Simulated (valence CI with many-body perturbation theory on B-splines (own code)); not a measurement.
Ladder of approximations for Ir⁶⁺

Calculated by valence CI with perturbative core correlation (CI+MBPT): three valence electrons over a frozen Dirac-Fock core [Xe] 4f14, a basis of 9 s, 9 p, 10 d, 8 f, 5 g, 3 h, 1 i functions for each j, with the one-electron correlation potential Σ1 (screened to all orders), the two-electron term Σ2, the three-electron term Σ3, Breit, model QED; selected single and double excitations, second order for the rest, scaled by the run's own slope (own B-spline code, finite nucleus).

No measured spectrum was set against this ion. As an estimate, terms of the open shell hold to 2 to 4 % of their energy, and close levels can change places; different configurations can be misplaced against each other by 1,000 to 8,000 cm⁻¹. Core correlation moves these levels by up to 17000 cm⁻¹, and in measured spectra 5 to 20 % of such shifts remained as error; rates that hang on mixing are uncertain with them.

Each rung adds one term. CI alone is the Dirac-Coulomb CI over the frozen core; QED comes last and gives the full result, which names the levels. Energies are above 5d3 4F_3/2 on the same rung, in cm⁻¹.

Names give the largest LS component (configuration and term), which can be under half, so a name can repeat, a term be missing and a line seem to break the LS rules; names also repeat where a configuration has a term twice. Letters in brackets count levels of one name in rising energy.

| Level | CI alone | Σ1 | Σ2 | Σ3 | Breit | QED | Full |
| --- | --- | --- | --- | --- | --- | --- | --- |
| 5d3 4F_5/2 | 7384 | +669 | +152 | +25 | -206 | +31 | 8055 |
| 5d3 4F_7/2 | 13138 | +970 | +189 | +17 | -294 | +44 | 14064 |
| 5d3 4P_3/2 | 16299 | +535 | +192 | +123 | -136 | +24 | 17037 |
| 5d3 4F_9/2 | 16825 | +971 | -11 | -14 | -282 | +41 | 17530 |
| 5d3 4P_1/2 | 19152 | +692 | +30 | +123 | -182 | +31 | 19846 |
| 5d3 2G_7/2 | 26150 | +1307 | +141 | -88 | -372 | +59 | 27196 |
| 5d3 2H_9/2 | 27555 | +1424 | -256 | +31 | -425 | +65 | 28394 |
| 5d3 4P_5/2 | 28361 | +1254 | +224 | -15 | -355 | +57 | 29525 |
| 5d3 2D_3/2 [a] | 31460 | +1490 | +866 | -82 | -409 | +68 | 33393 |
| 5d3 2P_1/2 | 32535 | +1570 | +837 | +251 | -426 | +74 | 34841 |
| 5d3 2H_11/2 | 36899 | +1644 | -712 | +25 | -467 | +71 | 37459 |
| 5d3 2D_5/2 [a] | 39021 | +1748 | +839 | -223 | -469 | +77 | 40994 |
| 5d3 2G_9/2 | 42247 | +2293 | +292 | -57 | -665 | +105 | 44215 |
| 5d3 2F_5/2 | 45320 | +1359 | -545 | +32 | -334 | +58 | 45891 |
| 5d3 2F_7/2 | 46364 | +1603 | -506 | +41 | -423 | +69 | 47149 |
| 5d3 2P_3/2 | 44887 | +2288 | +1803 | +137 | -636 | +108 | 48587 |
| 5d3 2D_3/2 [b] | 67109 | +1957 | +717 | -132 | -467 | +81 | 69266 |
| 5d3 2D_5/2 [b] | 67842 | +2223 | +1529 | -99 | -570 | +97 | 71022 |
| 5d2 6s 4F_3/2 | 127325 | +2819 | +5820 | +267 | +148 | +495 | 136874 |

The middle columns are the shifts that each term adds.

Problem. How does the ionisation energy move along the ladder, and which term matters most?

Solution. CI alone 87.057, + Σ1 88.663, + Σ2 89.487, + Σ3 89.486, + Breit 89.468, + QED 89.481 eV. The largest step is Σ1, 1.606 eV. NIST lists 89 ± 2 eV (theoretical).
